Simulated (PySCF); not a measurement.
**Polarisability and C₆ of Re²⁺ (rhenium, charge +2)**

[Xe] 4f14 5d5, high-spin 6S determinant. Computed with PySCF 2.14 in def2-QZVPPD with the def2 core potential (60 electrons) (7s6p4d4f2g, 91 functions), with scalar relativity through the core potential. Coupled (time-dependent) response in atomic units; α is the mean over directions.

```
method  mean α (bohr³)  C₆ (like pair)  S(−4)
   UHF           11.09           68.16  38.46
   PBE           12.47           77.61  54.87
  PBE0           11.92           73.92  47.65
```

S(−4) is the Cauchy moment in α(ω) = α(0) + S(−4) ω² + …

α(iu) at PBE0:

| u (hartree) | α(iu) (bohr³) |
| --- | --- |
| 0 | 11.92 |
| 0.0500 | 11.80 |
| 0.100 | 11.47 |
| 0.200 | 10.42 |
| 0.300 | 9.230 |
| 0.500 | 7.207 |
| 0.750 | 5.460 |
| 1.00 | 4.273 |
| 1.50 | 2.809 |
| 2.00 | 1.971 |
| 3.00 | 1.103 |
| 5.00 | 0.4724 |

A single London oscillator, α(iu) = α/(1 + u²/ω²), gives C₆ = (3/4) ω α². Matching the computed C₆ needs ω = 4 × 73.92 / (3 × 11.92²) = 0.694 hartree.

For an ion, C₆ is the dispersion term alone; charge-induced terms of lower order in 1/R come first.

Energies and moments cover only the electrons outside the core potential. Spin-orbit coupling, which splits the p, d and f shells strongly at this Z, is absent.
